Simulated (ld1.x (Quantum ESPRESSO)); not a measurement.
Before and after: TM semilocal potential for Ba

barium (Ba), norm-conserving Troullier–Martins (semilocal form), made with ld1.x (Quantum ESPRESSO) 7.5 (LDA (PZ), scalar-relativistic). Core [Xe], reference 5d0 6s1.75 6p0.25. Waves: 6s (bound): rc 3.75 bohr; 5d (bound, empty): rc 3.60 bohr; 6p (bound): rc 3.55 bohr. Local part: the p channel. Core correction: Bessel-smoothed model core inside 2.35 bohr.

All-electron outer shells of the reference configuration (LDA (PZ), scalar-relativistic, ld1.x):

```tsv
shell	level (eV)	outermost node (bohr)	outermost maximum (bohr)
5s	-34.10	0.80	1.47
5p	-19.09	0.86	1.67
6s	-3.51	1.96	4.05
5d	-2.36	1.00	2.49
6p	-1.42	2.35	5.34
```

Change: all radii but the core radius scaled by about 1.19 (s 4.46, p 4.22, d 4.28 bohr).

Cutoffs: the cutoffs (Ry, on a coarse ladder) from which the occupation-weighted sum of valence levels, in a spherical-Bessel basis at the reference potential, stays within 10 and 1 mRy of its value at 400 Ry; they do not see the model core or the augmentation charge, which bear on the density cutoff. Errors are all-electron minus pseudo energies relative to the spin-unpolarised reference configuration.

Task: What does the change do?

Result: Both files are very soft, the changed one slightly softer (loose and tight cutoff 6 and 8 Ry → 6 and 6 Ry on this coarse ladder); of the 9 tests that both files solve, the error grows in 1 and shrinks in 3 by more than 15 % and 0.3 meV (median size 4.7 → 7.2 meV); neither file shows a bound ghost. A semilocal file is local in each channel, so a ghost entry of none says nothing of the separable form that plane-wave codes build from it.

| quantity | base | changed |
| --- | --- | --- |
| cutoff, loose | 6 Ry | 6 Ry |
| cutoff, tight | 8 Ry | 6 Ry |
| bound ghosts | none | none |
| error for 5d0 6s2 6p0, meV [ΔE -0.52 eV] | -0.2 | -0.4 |
| error for 5d0 6s1 6p0, meV [ΔE 5.02 eV] | -4.7 | -3.6 |
| error for 5d0 6s1.5 6p0, meV [ΔE 1.69 eV] | -0.4 | 0.0 |
| error for 5d0 6s0 6p2, meV [ΔE 3.85 eV] | +4.0 | -22 |
| error for 5d0.5 6s1.5 6p0, meV [ΔE 0.12 eV] | -14 | -13 |
| error for 5d1 6s1 6p0, meV [ΔE 0.83 eV] | -44 | -38 |
| error for 5d0 6s0 6p1, meV [ΔE 7.73 eV] | +37 | -20 |
| error for 5d0 6s1.75 6p0.25 (spin-polarised), meV [ΔE -0.02 eV] | 0.0 | +0.1 |
| error for 5d0 6s1 6p0 (spin-polarised), meV [ΔE 4.88 eV] | -7.3 | -7.2 |
